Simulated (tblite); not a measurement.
C6H15NOSi.
Geometry (GFN2-xTB, Å), atoms numbered from 1 in this order:
```
atom  x, y, z in Å
C1     2.7583    1.2513    0.9371
C2     1.8676    1.6171    0.0297
Si3    1.0972    0.4663   -1.2535
O4     2.1992   -0.2460   -2.2220
N5     0.2618   -0.7608   -0.3753
C6    -0.1508   -1.9695   -1.0499
C7    -0.5177   -0.4477    0.7998
C8    -1.9035    0.1355    0.5045
C9    -2.6432    0.4881    1.7883
H10    3.0904    0.2281    1.0249
H11    3.1964    1.9439    1.6417
H12    1.5758    2.6589   -0.0041
H13    0.3482    1.2179   -2.2628
H14    2.8990   -0.7749   -1.8476
H15   -1.1722   -1.9059   -1.4388
H16   -0.0981   -2.8165   -0.3597
H17    0.5156   -2.1557   -1.8877
H18    0.0472    0.2790    1.3882
H19   -0.6297   -1.3600    1.3979
H20   -2.4927   -0.5848   -0.0658
H21   -1.7775    1.0286   -0.1106
H22   -2.0853    1.2280    2.3583
H23   -3.6269    0.8947    1.5643
H24   -2.7709   -0.3959    2.4098
```

Computed values, GFN2-xTB/tblite, gas phase, harmonic and unscaled. Against measured fundamentals such values can be off by several per cent, at times by over 20. Modes of hydrogen on silicon can be 10 to 20 % off. One conformer, not necessarily the lowest. The optimisation stopped once no atom felt more than 0.01 eV/Å.

Lowest wavenumbers of the output (negative numbers stand for imaginary wavenumbers):
```
mode    cm-1
  1     -20.7
  2      43.1
  3      59.7
  4      66.4
  5     126.0
  6     152.1
  7     168.1
  8     201.2
```

Task: Is this structure a minimum?

Result: Not by this Hessian. 1 mode is imaginary beyond 20i (21i cm⁻¹), so at this level the point lies at or near a first-order saddle. The curvature is small, so loose convergence or finite differences may be the whole cause.

Task: Which atoms move in the imaginary mode?

Result: 21i: C1 (terminal =CH2 carbon) 34 %, H10 (vinylic hydrogen) 21 %, H12 (vinylic hydrogen) 14 %. These are shares of the mass-weighted motion.

Task: What is the remedy?

Result: Step along that mode in both directions, optimise again with tighter thresholds and repeat the frequencies. The zero-point energy of this point (126.1 kcal/mol) counts the 65 real modes alone, and thermal corrections from it aren't those of a minimum.
